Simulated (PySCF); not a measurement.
C3H2BrF, SMILES C=C=C(F)Br.

Geometry optimised at PBE0-D3(BJ)/def2-SVP.

Calculation: PBE/def2-TZVP (PySCF).

Computed frontier levels, gap, dipole moment and polarisability:
```json
{
 "highest_occupied_level": "-6.09 eV",
 "lowest_empty_level": "-2.30 eV",
 "orbital_gap": "3.78 eV",
 "dipole_moment": "1.70 D",
 "quadrupole, principal values (traceless, Buckingham form, about the centre of nuclear charge)": "-5.34, -2.00, 7.33 D·Å",
 "mean_static_polarisability": "60.3 bohr³ (8.93 Å³)",
 "polarisability_principal_values": "37.9, 47.6, 95.5 bohr³"
}
```
